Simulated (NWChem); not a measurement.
Species: SiHBrF2; SMILES F[SiH](F)Br

```xyz
5

Si     0.3845    -0.9199     0.0000
F     -0.2889    -1.5939    -1.2916
F     -0.2889    -1.5939     1.2916
Br    -0.0576     1.2215     0.0000
H      1.8329    -1.1811     0.0000
```
Atoms are numbered in this order, from 1.

Computed with NWChem. All runs use the structure optimised with PBE0/def2-SVP. Ions are spin-unrestricted doublets at the neutral geometry; other ion states weren't tried.

For level PBE/def2-SVP:

| Item | Result |
|---|---|
| −ε(HOMO) (eV) | 7.78 |

Q: Estimate the same quantities for level CAM-B3LYP/def2-SVP.

A: 
* **−ε(HOMO) (eV)**: 10.45
